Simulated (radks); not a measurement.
Cl2+, 15 electrons, occupied as [Ne] 3s2 3p3 (the NIST ground configuration).

Method: Dirac Kohn-Sham, Slater X-alpha with alpha = 0.944, spin-unpolarised, spherical densities, finite nucleus; open shells fill j = l - 1/2 first; Fermi nuclear charge, rms radius 3.3654 fm; computed with a radial shooting solver on a logarithmic mesh with Libxc functionals.

Energy parts (eV):
| part | energy |
|---|---|
| total | -12729.623 |
| kinetic | 12812.347 |
| electron-nucleus | -29787.261 |
| Hartree | 5212.978 |
| exchange | -967.687 |

Orbitals (lengths in bohr, moments of r in powers of bohr; r(max) is where P^2 peaks; r(90%) holds 90 % of the orbital's charge):
orbital,occ.,eigenvalue (eV),r(90%),r(max)
1s1/2,2,-2823.373,0.162,0.05931
2s1/2,2,-293.6389,0.685,0.3584
2p1/2,2,-235.0890,0.659,0.2956
2p3/2,4,-233.2964,0.662,0.2974
3s1/2,2,-48.4578,2.09,1.219
3p1/2,2,-35.0286,2.33,1.300
3p3/2,1,-34.8467,2.34,1.305

The highest occupied level is 3p3/2 at -34.847 eV. For comparison, the ionisation energy in NIST's Atomic Spectra Database is 39.8 eV (semi-empirical). In exact Kohn-Sham theory the highest level is minus the ionisation energy, but local and semilocal functionals leave it too shallow, through self-interaction and a potential that decays too fast; potentials with the right tail come closer. The density falls to 0.001 e/bohr^3 at r = 3.19 bohr.

Beside tabulated values, note that spin-unpolarised runs miss the spin-polarisation part of the exchange energy of open shells.
